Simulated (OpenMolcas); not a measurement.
**Ti2+: moving the ligands**

Ti2+ with 4 ligands (ammonia) in tetrahedral coordination (S4) at 2.15 Å. Ligand basis ANO-RCC-VDZP.
```
Ti    0.0000    0.0000    0.0000
N     1.2413    1.2413    1.2413
H     0.7932    2.1306    1.4619
H     1.4619    0.7932    2.1306
H     2.1306    1.4619    0.7932
N     1.2413   -1.2413   -1.2413
H     2.1306   -0.7932   -1.4619
H     1.4619   -2.1306   -0.7932
H     0.7932   -1.4619   -2.1306
N    -1.2413    1.2413   -1.2413
H    -2.1306    0.7932   -1.4619
H    -0.7932    1.4619   -2.1306
H    -1.4619    2.1306   -0.7932
N    -1.2413   -1.2413    1.2413
H    -0.7932   -2.1306    1.4619
H    -2.1306   -1.4619    0.7932
H    -1.4619   -0.7932    2.1306
```

```yaml
Program: OpenMolcas
Method: CASSCF
Basis: ANO-RCC-VDZP [5s4p2d1f]
Scalar_Hamiltonian: DKH2, point nucleus
Active_space: 2 electrons in 5 orbitals (3d)
State_averaging: 2S+1 = 3 even, 10 roots; 2S+1 = 1 even, 15 roots
Spin-orbit_coupling: state interaction with AMFI integrals over the reference wave functions
```

Runs around this geometry, states. Energies in cm-1 above the lowest state or level, χT in cm3 K/mol.

| R (Å) | Ground state | First state of that spin | First gap with spin-orbit (degeneracies) | χT at 300 K | First state of another spin |
| --- | --- | --- | --- | --- | --- |
| 2.04 | 2S+1 = 3 | 7883 | 7866 (3, 1) | 1.014 | 2S+1 = 1: 11506 |
| 2.15 | 2S+1 = 3 | 6501 | 6473 (3, 1) | 1.018 | 2S+1 = 1: 11665 |
| 2.2 | 2S+1 = 3 | 5939 | 5905 (3, 1) | 1.020 | 2S+1 = 1: 11712 |

Without dynamic correlation the repulsion within the d shell is too large (B by tens of per cent), so at a given field states of lower spin stand too high. Ligand-to-metal charge-transfer states are missing. With no ligand orbital active B as a rule stays too high, so bands that hang on it stand too high and its fall with covalency is understated. With metal d orbitals alone and no dynamic correlation the field as a rule comes out too small, by tens of per cent, by up to half for chloride and softer ligands. The least metal-like active orbital is 83 % on the metal (Löwdin) and no ligand orbital is active, so the numbers are rough (holds for R = 2.04). No measured value stands beside these numbers; the geometry is a model, was not optimised and need not be the one that this ion takes.

A state without a sure symmetry label is named by its multiplicity alone.
